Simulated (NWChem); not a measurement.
Si2H5OCl; SMILES [SiH2](O)[SiH2]Cl

```xyz
9

O     -1.2164     1.8492     0.3112
Si     0.3076     1.6233    -0.3273
Si     0.9151    -0.5687     0.2717
Cl    -0.9188    -1.5726     0.0799
H     -1.7727     1.0608     0.2920
H      1.2067     2.6591     0.2525
H      0.3397     1.7353    -1.8199
H      1.9068    -1.2425    -0.6165
H      1.3556    -0.7171     1.6898
```
Atoms are numbered in this order, from 1.

Program: NWChem. Pople sets run with spherical d functions. Geometry: optimised at PBE0/def2-SVP. GIAO values for the isolated, static molecule; σ is the absolute isotropic shielding, δ = σ(reference) − σ with the isolated reference molecule computed at the same levels (1H: tetramethylsilane, 17O: water, 29Si: tetramethylsilane).

```json
[
 {"level": "B3LYP/6-311G**", "δ O1 (ppm)": "-2.9", "δ Si2 (ppm)": "-31.7", "δ Si3 (ppm)": "-19.9", "σ Cl4 (ppm)": "1033.6", "δ H5 (ppm)": "1.09", "δ H7 (ppm)": "5.25", "δ H9 (ppm)": "5.20"},
 {"level": "Hartree-Fock/6-31G*", "δ O1 (ppm)": "-23.0", "δ Si2 (ppm)": "-17.5", "δ Si3 (ppm)": "-4.7", "σ Cl4 (ppm)": "1101.9", "δ H5 (ppm)": "1.48", "δ H7 (ppm)": "5.04", "δ H9 (ppm)": "4.99"},
 {"level": "B3LYP/6-31G*", "δ O1 (ppm)": "-15.4", "δ Si2 (ppm)": "-6.4", "δ Si3 (ppm)": "9.3", "σ Cl4 (ppm)": "1066.3", "δ H5 (ppm)": "0.79", "δ H7 (ppm)": "5.33", "δ H9 (ppm)": "5.12"},
 {"level": "PBE0/pcSseg-1", "δ O1 (ppm)": "-7.2", "δ Si2 (ppm)": "-30.4", "δ Si3 (ppm)": "-20.3", "σ Cl4 (ppm)": "1065.3", "δ H5 (ppm)": "1.25", "δ H7 (ppm)": "5.21", "δ H9 (ppm)": "5.19"}
]
```
